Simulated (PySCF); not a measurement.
## Br (bromine, neutral) across methods

[Ar] 3d10 4s2 4p5, 2P determinant. Calculation: PySCF 2.14, in x2c-TZVPPall; the spin-free X2C one-electron Hamiltonian (Gaussian nucleus). The B2PLYP total includes its PT2 part (frozen core); its orbital energies are those of the SCF part.

```json
{"method": "BP86", "E (hartree)": "-2606.541", "mean ε 4s β (eV)": "-19.701", "mean ε 4p α (eV)": "-8.271", "mean ε 4p β (eV)": "-7.507", "Σ⟨r²⟩ (bohr²)": "39.85", "⟨S²⟩": "0.752"}
{"method": "PBE0", "E (hartree)": "-2605.917", "mean ε 4s β (eV)": "-21.505", "mean ε 4p α (eV)": "-9.579", "mean ε 4p β (eV)": "-8.702", "Σ⟨r²⟩ (bohr²)": "39.69", "⟨S²⟩": "0.753"}
{"method": "revPBE", "E (hartree)": "-2606.037", "mean ε 4s β (eV)": "-19.424", "mean ε 4p α (eV)": "-8.125", "mean ε 4p β (eV)": "-7.318", "Σ⟨r²⟩ (bohr²)": "39.78", "⟨S²⟩": "0.752"}
{"method": "M06-L", "E (hartree)": "-2606.108", "mean ε 4s β (eV)": "-19.844", "mean ε 4p α (eV)": "-8.441", "mean ε 4p β (eV)": "-7.543", "Σ⟨r²⟩ (bohr²)": "39.77", "⟨S²⟩": "0.754"}
{"method": "UHF", "E (hartree)": "-2604.41488", "mean ε 4s β (eV)": "-26.326", "mean ε 4p α (eV)": "-12.928", "mean ε 4p β (eV)": "-11.743", "Σ⟨r²⟩ (bohr²)": "39.91", "⟨S²⟩": "0.758"}
{"method": "B2PLYP", "E (hartree)": "-2605.775", "mean ε 4s β (eV)": "-23.378", "mean ε 4p α (eV)": "-10.760", "mean ε 4p β (eV)": "-9.820", "Σ⟨r²⟩ (bohr²)": "39.87", "⟨S²⟩": "0.754"}
{"method": "LDA", "E (hartree)": "-2602.478", "mean ε 4s β (eV)": "-19.826", "mean ε 4p α (eV)": "-8.282", "mean ε 4p β (eV)": "-7.511", "Σ⟨r²⟩ (bohr²)": "39.89", "⟨S²⟩": "0.751"}
{"method": "r2SCAN", "E (hartree)": "-2606.190", "mean ε 4s β (eV)": "-20.022", "mean ε 4p α (eV)": "-8.599", "mean ε 4p β (eV)": "-7.715", "Σ⟨r²⟩ (bohr²)": "39.63", "⟨S²⟩": "0.754"}
{"method": "PBE", "E (hartree)": "-2605.856", "mean ε 4s β (eV)": "-19.522", "mean ε 4p α (eV)": "-8.163", "mean ε 4p β (eV)": "-7.364", "Σ⟨r²⟩ (bohr²)": "39.85", "⟨S²⟩": "0.752"}
```
